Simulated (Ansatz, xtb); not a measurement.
Ranking isomers of C6H9BSi

3 gas-phase structures of C6H9BSi, from a drawn sample of its isomers (lower ones may exist). Each was relaxed with GFN2-xTB:

A. `Bc1ccc([SiH3])cc1`, a singlet
B. `Bc1ccccc1[SiH3]`, a singlet
C. `Bc1cccc([SiH3])c1`, a singlet

Q: Make a reasoned guess at their ranking by r2SCAN-D4/def2-SVP single-point energy.

A: Calculated order at r2SCAN-D4/def2-SVP: C (0.0), A (0.2), B (0.5) kcal/mol. Less than 1 kcal/mol parts C and A; A and B, so the order within those pairs means little.

Energies above the lowest of each column, in kcal/mol; the last columns are at PBE-D3(BJ)/def2-SVP geometries:

| structure | GFN2-xTB | HF/STO-3G | r2SCAN-D4/def2-SVP | PBE-D3(BJ)/def2-SVP | CCSD(T)/def2-SVP + ΔMP2/def2-TZVPP |
| --- | --- | --- | --- | --- | --- |
| C | 0.1 | 0.2 | 0.0 | 0.0 | 0.0 |
| A | 0.0 | 0.0 | 0.2 | 0.2 | 0.3 |
| B | 1.1 | 2.2 | 0.5 | 0.5 | 0.8 |

Every level run on C puts it lowest or level with the lowest. Flexible structures stand in one conformer each, not always the lowest. C keeps a small imaginary mode. A keeps a small imaginary mode. ΔMP2 is the change of the MP2 energy from the smaller to the larger basis.

Programs: Ansatz 0.2.0, xtb 6.7.1.
